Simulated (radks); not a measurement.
Gd II, configuration [Xe] 4f7 6s1 5f1 (not the ground configuration).

Calculated with a radial shooting solver on a logarithmic mesh with Libxc functionals: scalar-relativistic Kohn-Sham, r2SCAN, spin-polarised, spherical densities, finite nucleus; open shells are filled with parallel spins first (spin-orbit coupling, left out, can overturn this in heavy ions); meta-GGA in the generalised Kohn-Sham scheme; Fermi nuclear charge, rms radius 5.1569 fm.

Energy parts (eV):
total: -306708.86
kinetic: 329315.63
electron-nucleus: -747390.84
Hartree: 118145.96
exchange-correlation: -6779.61

Orbitals (lengths in bohr, moments of r in powers of bohr; <r^-3> diverges for s and p1/2):
orbital  occ.  eigenvalue (eV)      <r^2>   <r^-3>
1s up       1        -50182.71  0.0006551        -
1s down     1        -50182.69  0.0006551        -
2s up       1        -8317.169    0.01027        -
2s down     1        -8317.176    0.01027        -
2p up       3        -7399.478   0.008285    11430
2p down     3        -7399.467   0.008285    11430
3s up       1        -1862.314    0.06811        -
3s down     1        -1858.952    0.06796        -
3p up       3        -1576.513    0.06838     2403
3p down     3        -1573.146    0.06819     2410
3d up       5        -1198.839    0.05760    322.6
3d down     5        -1196.221    0.05737    323.7
4s up       1        -391.8272     0.3453        -
4s down     1        -383.8038     0.3452        -
4p up       3        -297.1819     0.3897    531.8
4p down     3        -289.1243     0.3897    530.9
4d up       5        -165.7333     0.4695    60.05
4d down     5        -157.6134     0.4719    59.82
4f up       7         -23.6345     0.9094    8.243
4f down     0         -16.2456      1.053    7.786
5s up       1         -65.1021      1.949        -
5s down     1         -61.2644      2.056        -
5p up       3         -41.4300      2.626    77.18
5p down     3         -38.6751      2.751    69.86
5f up       1          -2.5056      72.32  0.02872
6s up       1         -13.1074      12.78        -

The highest occupied level is 5f up at -2.506 eV. The configuration is held as typed, so some empty levels lie below it. The density falls to 0.001 e/bohr^3 at r = 4.53 bohr. Spin moment in Bohr magnetons: 9. The electron density at the nucleus is 6.58e+05 e/bohr^3 (large components only).
